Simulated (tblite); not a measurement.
C7H11FGeO.
Numbering: `[CH2:1]=[C:2]([CH:3]([CH3:4])[CH3:5])[Ge@H:6]1[O:7][CH:8]=[C:9]1[F:10]` (hydrogens: H11, H12 on C1; H13 on C3; H14, H15, H16 on C4; H17, H18, H19 on C5; H20 on Ge6; H21 on C8)

Computed with GFN2-xTB (tblite), gas phase: L-BFGS steps from a force-field or distance-geometry start until the largest atomic force falls under 0.01 eV/Å.

At the end of the run (lengths in Å): Ge6–O7 1.922, Ge6–C9 1.971, C2–Ge6 1.994, O7–C8 1.358, C4–H16 1.088, C5–H17 1.092, C9–F10 1.348, O7–C8–C9 109.9°, Ge6–O7–C8 91.2°, Ge6–C9–F10 141.2°, C2–Ge6–C9 124.2°, C1–C2–C3–C4 100°, C1–C2–Ge6–O7 -127°, C2–Ge6–O7–C8 121°, H14–C4–C3–C2 -179°, H13–C3–C4–H14 -61°.

**Question.** These geometries were met on the way; a selection of coordinates is given. Order them by energy above the end point, lowest first.
A. Ge6–O7 1.932, Ge6–C9 1.966, C2–Ge6 2.002, O7–C8 1.359, C4–H16 1.087, C5–H17 1.092, C9–F10 1.347, O7–C8–C9 109.7°, Ge6–O7–C8 91.1°, Ge6–C9–F10 140.1°, C2–Ge6–C9 121.9°, C1–C2–C3–C4 112°, C1–C2–Ge6–O7 -134°, C2–Ge6–O7–C8 117°, H14–C4–C3–C2 138°, H13–C3–C4–H14 -104°
B. Ge6–O7 1.951, Ge6–C9 1.944, C2–Ge6 1.972, O7–C8 1.362, C4–H16 1.083, C5–H17 1.086, C9–F10 1.352, O7–C8–C9 110.0°, Ge6–O7–C8 89.9°, Ge6–C9–F10 137.0°, C2–Ge6–C9 117.1°, C1–C2–C3–C4 123°, C1–C2–Ge6–O7 -140°, C2–Ge6–O7–C8 111°, H14–C4–C3–C2 124°, H13–C3–C4–H14 -118°
C. Ge6–O7 1.908, Ge6–C9 1.976, C2–Ge6 2.004, O7–C8 1.365, C4–H16 1.087, C5–H17 1.088, C9–F10 1.352, O7–C8–C9 109.4°, Ge6–O7–C8 91.7°, Ge6–C9–F10 140.8°, C2–Ge6–C9 117.6°, C1–C2–C3–C4 121°, C1–C2–Ge6–O7 -140°, C2–Ge6–O7–C8 110°, H14–C4–C3–C2 127°, H13–C3–C4–H14 -113°
D. Ge6–O7 1.844, Ge6–C9 1.928, C2–Ge6 1.932, O7–C8 1.400, C4–H16 1.090, C5–H17 1.099, C9–F10 1.312, O7–C8–C9 102.4°, Ge6–O7–C8 95.2°, Ge6–C9–F10 134.6°, C2–Ge6–C9 117.5°, C1–C2–C3–C4 124°, C1–C2–Ge6–O7 -139°, C2–Ge6–O7–C8 113°, H14–C4–C3–C2 121°, H13–C3–C4–H14 -116°
E. Ge6–O7 1.772, Ge6–C9 1.868, C2–Ge6 1.908, O7–C8 1.366, C4–H16 1.128, C5–H17 1.129, C9–F10 1.374, O7–C8–C9 97.8°, Ge6–O7–C8 98.7°, Ge6–C9–F10 133.7°, C2–Ge6–C9 118.9°, C1–C2–C3–C4 124°, C1–C2–Ge6–O7 -138°, C2–Ge6–O7–C8 114°, H14–C4–C3–C2 120°, H13–C3–C4–H14 -114°

**Answer.** A (0.139 eV), C (0.226 eV), B (0.371 eV), D (0.671 eV), E (1.178 eV).

| step | E above end (eV) | rms distance from the end, all atoms (Å) | largest force (eV/Å) | rms shift of all bonds from the end (Å) |
| --- | --- | --- | --- | --- |
| 33 | 0.139 | 0.319 | 0.129 | 0.004 |
| 12 | 0.226 | 0.422 | 0.227 | 0.005 |
| 4 | 0.371 | 0.440 | 0.458 | 0.011 |
| 1 | 0.671 | 0.447 | 1.821 | 0.028 |
| 0 | 1.178 | 0.450 | 4.390 | 0.048 |

Rows stand in the order of the answer.
